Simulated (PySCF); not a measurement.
## Electric field gradients and quadrupole coupling constants

Compound: SiHMe2(OiPr), C5H14OSi.
Z-matrix (Å and degrees, PBE0-D3(BJ)/def2-SVP geometry), rows numbered from 1:
```
Si
H   1  1.5024
C   1  1.8749  2  108.38
H   3  1.1021  1  110.62  2   -60.16
H   3  1.1015  1  110.95  2   179.89
H   3  1.1014  1  111.49  2    59.38
C   1  1.8649  2  110.72  3  -122.88
H   7  1.1010  1  110.64  2   178.64
H   7  1.1013  1  110.97  2    58.52
H   7  1.1004  1  110.60  2   -61.64
O   1  1.6721  2  108.61  3   120.97
C  11  1.4139  1  124.43  2   -54.24
C  12  1.5195 11  109.58  1  -105.30
C  12  1.5170 11  108.36  1   131.56
H  12  1.1106 11  109.82  1    13.61
H  13  1.1013 12  109.90 11   -59.20
H  13  1.1008 12  111.19 11  -179.44
H  13  1.1002 12  110.86 11    60.14
H  14  1.0998 12  110.43 11   -59.42
H  14  1.1011 12  109.79 11    59.59
H  14  1.1006 12  111.32 11   179.87
```

Field gradients from the PBE0/pcSseg-1 density (PySCF, non-relativistic), principal values in atomic units, ordered |Vxx| ≤ |Vyy| ≤ |Vzz|:

```csv
atom,Vxx,Vyy,Vzz
O11,-0.4568,-1.2257,1.6824
```

Question: Find the asymmetry η = (Vxx − Vyy)/Vzz and the couplings χ = eQV/h (234.96 MHz × Q in barn × V in au), with Q(17O) = −0.0256 b.

Answer: 
| atom | environment | nucleus | η | χzz (MHz) | χxx (MHz) | χyy (MHz) |
| --- | --- | --- | --- | --- | --- | --- |
| O11 | oxygen bonded to C and Si | 17O | 0.46 | -10.12 | 2.75 | 7.37 |

Question: What is Vzz at O11 in SI units (1 au = 9.71736 × 10²¹ V/m²)?

Answer: 1.6824 au = 16.349 × 10²¹ V/m².

Question: And the gradient at the other heavy atoms, for which no coupling is worked out here?

Answer: 
| atom | environment | Vzz (au) | η |
| --- | --- | --- | --- |
| Si1 | silicon bonded to 2 C, O and H | 0.496 | 0.28 |
| C3 | carbon bonded to Si and 3 H | -0.108 | 0.10 |
| C7 | carbon bonded to Si and 3 H | -0.090 | 0.18 |
| C12 | carbon bonded to 2 C, O and H | 0.378 | 0.03 |
| C13 | carbon bonded to C and 3 H | 0.032 | 0.48 |
| C14 | carbon bonded to C and 3 H | 0.037 | 0.51 |

Were the hydrogens deuterons (Q(2H) = 0.00286 b), χzz would run from 90 kHz (H2) to 201 kHz (H10, H6, H8, H9 and 1 more).

Isolated species at its PBE0-D3(BJ)/def2-SVP geometry (one conformer only). The small basis limits the accuracy of the gradients.
